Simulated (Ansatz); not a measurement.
`OB(F)N[SiH3]` and `OB(O)F` differ in one atom or group.

Ansatz, PBE0-D4/def2-TZVP geometries, multiplicity 1. Each molecule was computed in one conformer, which needn't be the lowest.

| property | `OB(F)N[SiH3]` |
| --- | --- |
| LUMO energy (B3LYP/def2-TZVPP) / eV | -0.05 |
| HOMO–LUMO gap (ωB97M-V/def2-TZVPP) / eV | 12.02 |
| size of the dipole moment (PBE/def2-TZVPP) / D | 0.38 |
| zero-point energy (PBE0-D4/def2-TZVP) / kJ/mol | 168.8 |
| LUMO energy (PBE0/def2-TZVPP) / eV | 0.24 |
| HOMO energy (ωB97M-V/def2-TZVPP) / eV | -10.32 |

Task: What does the change do to each property? (Best estimate.)

Result: The calculation gave: 
| property | `OB(O)F` | shift |
| --- | --- | --- |
| LUMO energy (B3LYP/def2-TZVPP) / eV | 0.03 | 0.08 |
| HOMO–LUMO gap (ωB97M-V/def2-TZVPP) / eV | 13.98 | 1.96 |
| size of the dipole moment (PBE/def2-TZVPP) / D | 1.83 | 1.45 |
| zero-point energy (PBE0-D4/def2-TZVP) / kJ/mol | 97.4 | -71.4 |
| LUMO energy (PBE0/def2-TZVPP) / eV | 0.44 | 0.20 |
| HOMO energy (ωB97M-V/def2-TZVPP) / eV | -12.21 | -1.89 |

With PBE0 the HOMO falls by 1.72 eV and the LUMO rises by 0.20 eV, so the gap widens by about 1.92 eV. PBE moves the HOMO by -1.35 eV and ωB97M-V by -1.89 eV. The zero-point energy changes by -71.4 kJ/mol with -12 modes. Dipoles are sizes alone; their direction can turn.

Positive LUMOs are unbound, so they and the gaps depend on the basis.

B3LYP here is the variant with VWN-RPA as its local correlation; programs differ in this.
